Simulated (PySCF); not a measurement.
Gas-phase reaction: 4 GeHCl3 + 2 GeH3 = 5 GeH2Cl2 + GeCl2

Energies from PySCF (xtb for GFN2), thermal terms from the rigid-rotor harmonic-oscillator model, ideal gas at 1 bar. † marks an energy on the PBE0/def2-TZVP geometry and frequencies; other levels use their own. Open shells (unrestricted): GeH3 (multiplicity 2); the rest are closed-shell singlets. GFN2 has no spin-polarisation term. Ge: all electrons, no relativistic terms. GeH3: computed as isolated molecules; such fragments, hydroxides, amides, oligomers or adducts are transient or little studied in the gas.

HF/def2-TZVP† gives ΔH°(298 K) = -169 kJ.

**Question.** What do GFN2-xTB, ωB97X-V/def2-TZVP†, M06-2X/def2-TZVP† give?

**Answer.** GFN2-xTB: -409 kJ; ωB97X-V/def2-TZVP†: -227 kJ; M06-2X/def2-TZVP†: -201 kJ. For scale, ΔH°(298 K) is -169 kJ at this level, -227 kJ at ωB97M-V/def2-TZVP†, and runs from -409 to -169 kJ over the 20 levels computed.
